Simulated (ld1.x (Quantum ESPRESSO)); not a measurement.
**magnesium: variants of one TM potential**

Base potential:

| Item | Value |
| --- | --- |
| Element | magnesium (Mg) |
| Generator | ld1.x (Quantum ESPRESSO) 7.5 |
| Type | norm-conserving Troullier–Martins (Kleinman–Bylander form) |
| Functional | LDA (PZ) |
| Relativity | scalar-relativistic |
| Frozen core | [Ne] |
| Valence charge | 2 |
| Reference configuration | 3s1 3p1 |
| Partial waves | 3p (bound): rc 2.95 bohr; 3s (bound): rc 2.70 bohr |
| Local potential | the s channel |
| Core correction | Bessel-smoothed model core inside 1.20 bohr |

All-electron outer shells of the reference configuration (LDA (PZ), scalar-relativistic, ld1.x):

```json
{"shell": "2s", "level (eV)": "-81.35", "outermost node (bohr)": "0.18", "outermost maximum (bohr)": "0.55"}
{"shell": "2p", "level (eV)": "-48.76", "outermost node (bohr)": "–", "outermost maximum (bohr)": "0.48"}
{"shell": "3s", "level (eV)": "-5.77", "outermost node (bohr)": "0.90", "outermost maximum (bohr)": "2.44"}
{"shell": "3p", "level (eV)": "-2.13", "outermost node (bohr)": "0.95", "outermost maximum (bohr)": "3.33"}
```

Cutoffs, loose and tight: the cutoffs (Ry, on a coarse ladder) from which the occupation-weighted sum of valence levels, in a spherical-Bessel basis at the reference potential, stays within 10 and 1 mRy of its value at 400 Ry. They do not see the model core or the augmentation charge, which bear on the density cutoff. Test errors are all-electron minus pseudo excitation energies from the reference, over the configurations 3s2 3p0; 3s1 3p0; 3s1.5 3p0; 3s0 3p1; 3s0 3p2 (two spin-polarised tests are not counted in the largest error). A dash means not determined; rows that change the core or the reference have their own tests.

```tsv
change	outcome	cutoff, loose	cutoff, tight	bound ghosts	largest test error (meV)
base	generated	6 Ry	12 Ry	none	-6.4
core correction Bessel-smoothed model core inside 1.02 bohr	generated	6 Ry	12 Ry	none	-6.4
core correction Bessel-smoothed model core inside 1.38 bohr	generated	6 Ry	12 Ry	none	-6.4
core correction Bessel-smoothed model core inside 1.76 bohr	generated	6 Ry	12 Ry	none	-6.0
core correction Bessel-smoothed model core inside 2.58 bohr	generated	6 Ry	12 Ry	none	+17
core correction Bessel-smoothed model core inside 3.12 bohr	generated	6 Ry	12 Ry	none	+38
```

Question: What comes out with this change to the base: core correction Bessel-smoothed model core inside 2.20 bohr?

Answer: outcome: generated; cutoff, loose: 6 Ry; cutoff, tight: 12 Ry; bound ghosts: none; largest test error (meV): +6.1.
